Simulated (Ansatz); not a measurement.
BClH$_{2}$Te, SMILES `ClB[TeH]`. Total charge 0; spin multiplicity 1. Te: def2 effective core potential. Geometry: relaxed with PBE0-D4/def2-TZVP.

```xyz
5

Cl    0.508   -1.679   -0.624
B     0.479   -0.294    0.426
Te   -0.736    1.413    0.101
H     1.176   -0.283    1.390
H    -1.426    0.842   -1.293
```

Question: What is the dipole moment at B3LYP/def2-TZVPP? (Best estimate.)

Answer: Computed: 0.78 D, with components (-0.34, 0.70, 0.09) D in this frame, pointing from negative to positive charge.

Question: And with PBE, r2SCAN, ωB97M-V? (Estimate.)

Answer: The calculation gave: PBE 0.84 D, r2SCAN 0.77 D, ωB97M-V 0.62 D.

Question: Give the Mulliken charges with B3LYP, ωB97M-V, PBE in def2-TZVPP. (Best estimate.)

Answer: Computed: 
```tsv
atom	B3LYP	ωB97M-V	PBE
Cl1	-0.12	-0.08	-0.10
B2	-0.03	-0.09	-0.05
Te3	0.13	0.10	0.14
H4	0.05	0.08	0.03
H5	-0.03	0.00	-0.02
```

B3LYP here is the variant with VWN-RPA as its local correlation; programs differ in this.
